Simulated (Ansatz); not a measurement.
Ansatz (a quantum-chemistry and plane-wave program) input (B3LYP/def2-TZVPD):

Ansatz 0.2 input:
```yaml
crystal:
  periodic: [false, false, false]
  atoms:
    - {symbol: C, position_ang: [1.18433742, -0.34199821, 0.02717061]}
    - {symbol: C, position_ang: [-0.09903702, 0.16428071, -0.38733123]}
    - {symbol: O, position_ang: [-1.21338877, 0.30347922, 0.10528581]}
    - {symbol: H, position_ang: [1.47489969, -1.13657405, -0.67327228]}
    - {symbol: H, position_ang: [1.92281574, 0.45922960, -0.11096420]}
    - {symbol: H, position_ang: [1.18123417, -0.70542814, 1.06103945]}
    - {symbol: H, position_ang: [-1.38364183, 0.02124389, 1.04187425]}
basis:
  gaussian:
    orbitals: def2-TZVPD
hamiltonian:
  xc: {name: B3LYP}
total_charge: 1
magnetization: {spin_polarized: true, initial_magnetization: 1}
output: {forces: true}
```

Output:

```
Functional definition: B3LYP
integrals: 0.04 GiB planned
736 factors; their error is unknown
mean field: 0.60 GiB planned
mean field evaluation 1: about -4165.5357 eV, gradient 5.8e1 eV
mean field evaluation 2: about -4155.7986 eV, gradient 7.6e1 eV
mean field evaluation 4: about -4177.3431 eV, gradient 3.1e0 eV
mean field evaluation 8: about -4177.3768 eV, gradient 3.1e-1 eV
mean field evaluation 16: about -4177.3771 eV, gradient 1.3e-5 eV
mean field -4177.37708668 eV, -153.5157764077 hartree, gradient 1.5e-5 eV, S^2 0.753270; 0 other end points of the search recorded, 0 dependent functions left out
the calculation of the forces begins
reference -4177.37729821 eV, -153.5157841811 hartree; 12, 11 occupied and 138, 139 virtual orbitals, 736 factors
Total energy: -4177.37729821 eV, -153.5157841811 hartree
Atom 0 at     1.184337    -0.341998     0.027171 Å, force     0.008900    -0.001087    -0.004005 eV/Å
Atom 1 at    -0.099037     0.164281    -0.387331 Å, force     0.020100    -0.002046    -0.010205 eV/Å
Atom 2 at    -1.213389     0.303479     0.105286 Å, force    -0.032186     0.008486     0.001554 eV/Å
Atom 3 at     1.474900    -1.136574    -0.673272 Å, force     0.004162    -0.004606    -0.004051 eV/Å
Atom 4 at     1.922816     0.459230    -0.110964 Å, force     0.006432     0.003483    -0.001201 eV/Å
Atom 5 at     1.181234    -0.705428     1.061039 Å, force     0.001265    -0.002627     0.006448 eV/Å
Atom 6 at    -1.383642     0.021244     1.041874 Å, force    -0.008673    -0.001604     0.011461 eV/Å
Dipole moment:     0.136321    -0.153482     0.326987 e Å
```
